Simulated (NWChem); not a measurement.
A series in which one site is exchanged, each optimised at PBE0/def2-SVP with NWChem, gas phase unless a solvent is named. All stand in one matching conformer (torsions within 35°), which need not be the lowest. This build's default masses of Se (78.918 u) and Br (79.917 u) are each other's, which moves their modes by up to 0.6 %. For some, no frequency run checked for a minimum. def2 effective core potentials on Te; no spin-orbit coupling.

A: C[Se][SeH] (CH$_{4}$Se$_{2}$; site = Se)
B: [CH3][Be][SeH] (CH4BeSe; site = Be)
C: C[Te][SeH] (CH4SeTe; site = Te)

| quantity | A | B | C |
|---|---|---|---|
| dipole (D), PBE0/def2-SVP | 1.60 | 1.07 | [?] |
| orbital gap (eV), PBE0/def2-SVP | 5.42 | 6.58 | [?] |
| vertical ionisation energy, ΔSCF, PBE0/def2-SVP (eV) | 8.81 | 9.54 | [?] |
| static polarisability, PBE0/def2-SVPD (bohr³) | 72.0 | 58.5 | [?] |

Question: Complete the blanks.

Answer: 
- dipole (D), PBE0/def2-SVP, C: 1.54
- orbital gap (eV), PBE0/def2-SVP, C: 4.60
- vertical ionisation energy, ΔSCF, PBE0/def2-SVP (eV), C: 8.27
- static polarisability, PBE0/def2-SVPD (bohr³), C: 86.1
